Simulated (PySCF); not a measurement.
CH8OSi2 (SMILES CO[SiH2][SiH3]), singlet, geometry from GFN2-xTB, atoms displaced at random by about 0.03 Å a coordinate; DF-B3LYP/STO-3G, gradient in PySCF.

PySCF was given this input:
```python
from pyscf import gto, scf, dft

mol = gto.Mole()
mol.atom = '''
    Si    0.031433   -0.897911   -0.053231
    Si    1.685808    0.629556    0.279768
    O    -1.316065   -0.345858   -0.495786
    C    -2.068893    0.705678   -0.116268
    H     0.184022   -1.955687   -0.981388
    H    -0.331853   -1.668402    1.331506
    H     1.473125    1.620624    1.383420
    H     2.978827    0.006511    0.470282
    H     1.793972    1.497213   -0.952173
    H    -2.578951    0.600811    0.852734
    H    -2.843740    0.924979   -0.851947
    H    -1.391558    1.570897    0.001199
'''
mol.basis = 'sto-3g'
mol.charge = 0
mol.spin = 0
mol.verbose = 4
mol.build()

mf = dft.RKS(mol)
mf.xc = 'b3lyp'
mf = mf.density_fit(auxbasis='def2-universal-jkfit')
mf.kernel()
g = mf.nuc_grad_method()
grad = g.kernel()
```

It wrote (shortened):

```
PySCF version 2.14.0

[INPUT] verbose = 4
[INPUT] num. atoms = 12
[INPUT] num. electrons = 50
[INPUT] charge = 0
[INPUT] spin (= nelec alpha-beta = 2S) = 0
[INPUT] symmetry False subgroup None
[INPUT] Mole.unit = angstrom
[INPUT] Symbol           X                Y                Z      unit          X                Y                Z       unit  Magmom
[...]
nuclear repulsion = 229.515471341785
number of shells = 24
number of NR pGTOs = 108
number of NR cGTOs = 36
basis = sto-3g
ecp = {}

******** <class 'pyscf.df.df_jk.DFRKS'> ********
method = DFRKS
initial guess = minao
damping factor = 0
level_shift factor = 0
DIIS = <class 'pyscf.scf.diis.CDIIS'>
diis_start_cycle = 1
diis_space = 8
diis_damp = 0
SCF conv_tol = 1e-09
SCF conv_tol_grad = None
SCF max_cycles = 50
direct_scf = False
XC library pyscf.dft.libxc version 7.1.2
    S. Lehtola, C. Steigemann, M. J. T. Oliveira, and M. A. L. Marques,  SoftwareX 7, 1–5 (2018)
XC functionals = b3lyp
    P. J. Stephens, F. J. Devlin, C. F. Chabalowski, and M. J. Frisch,  J. Phys. Chem. 98, 11623 (1994)
radial grids:
    Treutler-Ahlrichs [JCP 102, 346 (1995); DOI:10.1063/1.469408] (M4) radial grids

becke partition: Becke, JCP 88, 2547 (1988); DOI:10.1063/1.454033
pruning grids: <function nwchem_prune>
grids dens level: 3
symmetrized grids: False
atomic radii adjust function: <function treutler_atomic_radii_adjust>
small_rho_cutoff = 0
Set gradient conv threshold to 3.16228e-05
Initial guess from minao.
tot grids = 145024
******** <class 'pyscf.df.df.DF'> ********
auxbasis = def2-universal-jkfit
init E= -688.892122370264
[...]
cycle= 1 E= -688.767479444852  delta_E= 0.125  |g|= 0.529  |ddm|= 3.86
[...]
cycle= 2 E= -688.680104655783  delta_E= 0.0874  |g|= 0.81  |ddm|= 1.97
[...]
cycle= 3 E= -688.862348977719  delta_E= -0.182  |g|= 0.0335  |ddm|= 1.22
[...]
cycle= 4 E= -688.862709369824  delta_E= -0.00036  |g|= 0.0175  |ddm|= 0.095
[...]
cycle= 5 E= -688.862836099387  delta_E= -0.000127  |g|= 0.000725  |ddm|= 0.0325
[...]
cycle= 6 E= -688.862836294746  delta_E= -1.95e-07  |g|= 0.000266  |ddm|= 0.0017
[...]
cycle= 7 E= -688.862836321393  delta_E= -2.66e-08  |g|= 5.01e-05  |ddm|= 0.000469
[...]
cycle= 8 E= -688.862836322253  delta_E= -8.6e-10  |g|= 9.99e-06  |ddm|= 8.22e-05
[...]
Extra cycle  E= -688.862836322253  delta_E= -4.55e-13  |g|= 9.77e-06  |ddm|= 2.96e-05
converged SCF energy = -688.862836322253

******** <class 'pyscf.df.grad.rks.Gradients'> for <class 'pyscf.df.df_jk.DFRKS'> ********
unit = Eh/Bohr
grid_response = False
--------------- DFRKS gradients ---------------
         x                y                z
0 Si    -0.0768092566     0.0722291896    -0.1117604743
1 Si    -0.0057792806    -0.0367368845     0.0147883484
2 O     0.0944906888     0.0101379007     0.0744643961
3 C     0.0017913118    -0.0465920653    -0.0240407260
4 H    -0.0173898250     0.0110935274     0.0142197675
5 H    -0.0225739030    -0.0255530009     0.0415785478
6 H    -0.0005235552     0.0203944895     0.0139575121
7 H     0.0016265372     0.0002922461    -0.0010600014
8 H     0.0004762691     0.0174116693    -0.0215279563
9 H     0.0071296331     0.0059567782    -0.0136668460
10 H     0.0107469040    -0.0068549838     0.0129998511
11 H     0.0068427580    -0.0217569457     0.0000438010
----------------------------------------------
```
